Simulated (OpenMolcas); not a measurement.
## Potential curves of Ga₂⁺: spin–orbit levels

Computed with OpenMolcas 26.06: state-averaged CASSCF(5,8) over Ga 4s 4p, Ga 4s 4p, XMS-CASPT2 (IPEA 0.25, imaginary shift 0.2 hartree), scalar X2C, ANO-RCC-VTZP, then RASSI spin–orbit state interaction with atomic mean-field integrals. C2 symmetry about the axis (a holds Σ, Δ, Γ; b holds Π, Φ, H; Σ⁺ and Σ⁻ are not told apart); roots by multiplicity and irrep: 2a 3, 2b 4, 4b 4, 4a 2.

XMS-CASPT2 energies with spin–orbit state interaction in eV from the lowest point. Curves are followed by energy order within each symmetry, so they are adiabatic and may change character at avoided crossings and where g and u states cross.

```
R (Å)  (1)Ω=1/2  (1)Ω=3/2  (2)Ω=1/2  (3)Ω=1/2  (4)Ω=1/2
2.780     0.234     0.617     0.688     2.623     3.807
2.941     0.090     0.688     0.619     2.295     3.881
3.087     0.024     0.716     0.647     2.139     3.625
3.232     0.000     0.759     0.691     2.004     3.380
3.394     0.001     0.815     0.747     1.885     3.108
3.555     0.027     0.880     0.813     1.797     2.881
3.781     0.090     0.966     0.899     1.700     2.601
4.072     0.195     1.051     0.984     1.596     2.302
4.525     0.381     1.165     1.097     1.495     1.952
5.171     0.642     1.266     1.194     1.401     1.632
6.141     0.940     1.327     1.248     1.335     1.444
7.434     1.146     1.350     1.248     1.311     1.348
```

With masses 68.926 and 68.926 u, fit the curves (1)Ω=1/2 near their minima.

At XMS-CASPT2 with spin–orbit state interaction, Te from the lowest curve (the fit fixes ωe to a per cent or two; the method's Re and ωe can be off by some per cent):

| curve | Te (cm⁻¹) | Re (Å) | ωe (cm⁻¹) |
| --- | --- | --- | --- |
| (1)Ω=1/2 | 0 | 3.295 | 91.6 |

The 5 lowest clean curves are shown; the next is (2)Ω=3/2, from 1.37 eV. g and u states are not told apart. Only roots inside an energy window near the equilibrium distance were included, so the list of states is not complete; labels number the states computed. Each spin and symmetry block has orbitals of its own, averaged over its own roots, so gaps between blocks are less sure than gaps within one and near the minimum can be off by tenths of an eV, in bad cases by more. No Rydberg orbitals are active, so Rydberg states, and σ→σ* states whose orbital the CASSCF left unused, can be missing between those listed. At stretched bonds a block can hold a wrong CASSCF solution and miss its lowest state; points past a visible jump are left out. Points that failed a check (symmetry, reference weights, a jump) are left out.
